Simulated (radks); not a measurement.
Species: Ne+. Configuration: [He] 2s2 2p5. All-electron calculation, scalar-relativistic Kohn-Sham, PBEsol, spin-polarised, spherical densities, finite nucleus; open shells are filled with parallel spins first; Fermi nuclear charge, rms radius 3.0055 fm. Program: a radial shooting solver on a logarithmic mesh with Libxc functionals.

Normalised radial functions P(r) = r R(r), r in bohr:

r	1s up	2s up
0.01562	0.8148	0.2008
0.01923	0.9672	0.2380
0.02368	1.1386	0.2795
0.02916	1.3268	0.3247
0.0359	1.5270	0.3717
0.0442	1.7307	0.4179
0.05441	1.9253	0.4588
0.06646	2.0877	0.4874
0.08183	2.2101	0.4982
0.1007	2.2620	0.4798
0.124	2.2219	0.4215
0.1527	2.0758	0.3134
0.188	1.8248	0.1495
0.2315	1.4896	-0.0688
0.285	1.1115	-0.3284
0.3482	0.7575	-0.5924
0.4286	0.4471	-0.8443
0.5278	0.2250	-1.0291
0.6498	0.0933	-1.1090
0.8	0.0306	-1.0679
0.985	0.0075	-0.9194
1.213	0.0013	-0.7032
1.493	0.0002	-0.4717
1.824	0.0000	-0.2788
2.245	0.0000	-0.1361
2.765	0.0000	-0.0541
3.404	0.0000	-0.0167

1s up: eigenvalue -851.24 eV, 0 radial nodes, <r> = 0.158 bohr, 90 % of the charge inside 0.283 bohr. 2s up: eigenvalue -56.327 eV, 1 radial node at r = 0.218 bohr, <r> = 0.862 bohr, 90 % of the charge inside 1.38 bohr.
